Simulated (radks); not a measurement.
Values are calculated unless marked as measured or tabulated.
Valence configurations of neutral nickel (all share [Ar]). Level of theory: non-relativistic Kohn-Sham, r2SCAN, spin-polarised, spherical densities, point nucleus; open shells are filled with parallel spins first; meta-GGA in the generalised Kohn-Sham scheme (a radial shooting solver on a logarithmic mesh with Libxc functionals). Energies are relative to 3d8 4s2; eigenvalues in eV for spin up.

valence,E (eV),moment (Bohr magnetons),e(3d),e(4p),e(4s)
3d8 4s2,0.000,2,-10.635,-,-5.899
3d9 4s1,-1.498,2,-5.337,-,-5.059
3d8.5 4s1 4p0.5,0.446,3,-8.618,-1.817,-6.428
3d8 4s1 4p1,3.251,4,-12.128,-2.625,-7.699
3d7 4s2 4p1,8.963,4,-18.742,-3.072,-8.734
3d9 4p1,2.507,2,-7.290,-1.892,-
3d8 4p2,8.293,4,-13.786,-3.331,-
3d7.5 4s2 4p0.5,3.937,3,-14.626,-2.189,-7.366
3d8.5 4s1.5,-0.941,2,-7.861,-,-5.497
3d6 4s2 4p2,22.584,6,-27.412,-4.664,-11.273

NIST lists [Ar] 3d8 4s2 as the ground configuration; this level of theory puts 3d9 4s1 lower, by 1.498 eV. The energies are those of spherical high-spin densities, not of single terms.
